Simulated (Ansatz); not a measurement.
`[SiH3][SnH]([Cl])[Cl]` + `[BH2][AlH][OH]` → `[BH2][AlH][O][SiH3]` + `[Cl][SnH2][Cl]` at 500 K and 1 bar (cleavage of the Si–Sn bond).

Isolated molecules relaxed with PBE0-D4/def2-TZVP in Ansatz; ΔE leaves out vibrations. CCSD(T)/CBS is the MP2 limit (def2-TZVPP, def2-QZVPP) plus CCSD(T) − MP2 in def2-TZVPP, frozen cores. Elements past krypton have def2 core potentials. For Sn outer-core shells are correlated without core-valence functions, which leaves a few kJ/mol of doubt a bond. Each species was taken in one conformer, which may not be the lowest.

```csv
species,CCSD(T)/CBS energy (Eh),H − E (kJ/mol),S (J/(mol·K))
`[SiH3][SnH]([Cl])[Cl]`,-1425.15460,137.6,452.8
`[BH2][AlH][OH]`,-344.39123,140.6,347.8
`[BH2][AlH][O][SiH3]`,-634.71196,196.7,454.0
`[Cl][SnH2][Cl]`,-1134.85982,74.1,355.6
```

H − E and S are ideal-gas, rigid-rotor, harmonic terms from PBE0-D4/def2-TZVP, for one conformer and one mirror image of each species. 1 Eh = 2625.50 kJ/mol, R = 8.31446 J/(mol·K).

Problem. By hand: ΔE, ΔH, ΔS and ΔG.

Solution. ΔE = (-634.71196) + (-1134.85982) − (-1425.15460) − (-344.39123) = -0.02595 Eh = -68.1 kJ/mol. Δ(H − E) = 196.7 + 74.1 − 137.6 − 140.6 = -7.4, so ΔH = -75.5 kJ/mol. ΔS = 454.0 + 355.6 − 452.8 − 347.8 = 9.0 J/(mol·K). ΔG = -75.5 − 500 × (9.0)/1000 = -80.0 kJ/mol.

Problem. By hand: the equilibrium constant, and the temperature at which ΔG would vanish if ΔH and ΔS stayed fixed.

Solution. log₁₀ K = −ΔG/(RT ln 10) = 8.4. ΔH and −TΔS have one sign here, so there is no such temperature.

The number of gas molecules stays the same, so ΔS is small and ΔH decides. A doubt of 5 kJ/mol in ΔE shifts log₁₀ K by 0.5 here. Other conformers and mirror images would add mixing entropy, several J/(mol·K) or more a flexible species. Modes under 60 cm⁻¹, often nearly free rotors, make the harmonic entropy too high. These are equilibria of isolated gas molecules and say nothing of rates. Largest T1 diagnostic: 0.012 (customary marks: 0.02 for closed shells, 0.045 for open ones).

ΔS is within the doubt of such terms, so its sign, and with it that verdict, could turn.
